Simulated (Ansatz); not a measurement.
Consider the isomerisation: `BC(=C)C` → `CB1CC1`.

Program: Ansatz. Geometries: PBE0-D4/def2-TZVP. ΔE: electronic, gas phase. CCSD(T)/CBS is the MP2 limit (def2-TZVPP, def2-QZVPP) plus CCSD(T) − MP2 in def2-TZVPP, frozen cores. DFT in def2-TZVPP. B3LYP here is the variant with VWN-RPA as its local correlation; programs differ in this.

`BC(=C)C`:

Z-matrix (Å, degrees):
```
C
C 1 1.501
H 1 1.094 2 110.7
H 1 1.094 2 110.8 3 -117.6
H 1 1.093 2 112.3 3 121.1
C 2 1.342 1 121.2 3 -120.4
B 2 1.541 1 121.4 3 59.8
H 6 1.089 2 122.5 1 -0.1
H 6 1.085 2 120.8 1 179.9
H 7 1.199 2 121.4 1 0.4
H 7 1.197 2 119.3 1 -179.7
```

`CB1CC1`:

Z-matrix (Å, degrees):
```
C
B 1 1.541
H 1 1.101 2 105.5
H 1 1.092 2 114.1 3 116.3
H 1 1.092 2 114.0 3 -116.1
C 2 1.527 1 149.6 3 -86.8
C 2 1.527 1 149.5 3 85.8
H 6 1.087 2 120.4 1 69.8
H 6 1.087 2 120.2 1 -78.4
H 7 1.087 2 120.2 1 78.4
H 7 1.087 2 120.4 1 -69.8
```

```tsv
level	ΔE (kcal/mol)	difference from CCSD(T)/CBS
CAM-B3LYP-D4	-0.3	-1.8
ωB97X-V	-2.5	-4.0
B2PLYP	1.4	-0.1
revPBE	-2.8	-4.3
B3LYP	1.1	-0.4
HF/def2-SVP	4.4	2.9
MP2/def2-SVP	0.2	-1.3
HF/def2-TZVPP	6.0	4.5
MP2/def2-QZVPP	-0.2	-1.7
HF/CBS(def2)	6.1	4.6
CCSD(T)/CBS	1.5	0
```

Largest T1 diagnostic among the species: 0.010.

In def2-TZVPP, CCSD(T) changes the Hartree–Fock value by −3.9 kcal/mol (the triples alone add +0.5 kcal/mol) and MP2 by −6.0 kcal/mol. At CCSD(T), def2-SVP lies +1.5 kcal/mol from the extrapolated value and def2-TZVPP +0.6 kcal/mol. From BLYP to BHLYP (50 % exact exchange), in def2-TZVPP and without D4, ΔE moves by −1.1 kcal/mol.
